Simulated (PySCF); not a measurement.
**Electron correlation in Ne (neon, neutral)**

[Ne], closed-shell 1S. Computed with PySCF 2.14 in aug-cc-pCVTZ-DK with one added diffuse shell each of s, p, d, f type (8s7p5d3f, 75 functions), with scalar relativity by spin-free X2C-1e. Frozen: nothing; 10 electrons correlated.

| level | correlation energy (mhartree) |
| --- | --- |
| CCSD | -340.16 |
| (T) | -5.90 |
| CCSD(T) | -346.06 |

Diagnostics: T1 = 0.0065, D1 = 0.0114, largest double amplitude 0.028.

Cost of the coupled-cluster step: about 7 core-seconds, for 10 correlated electrons.
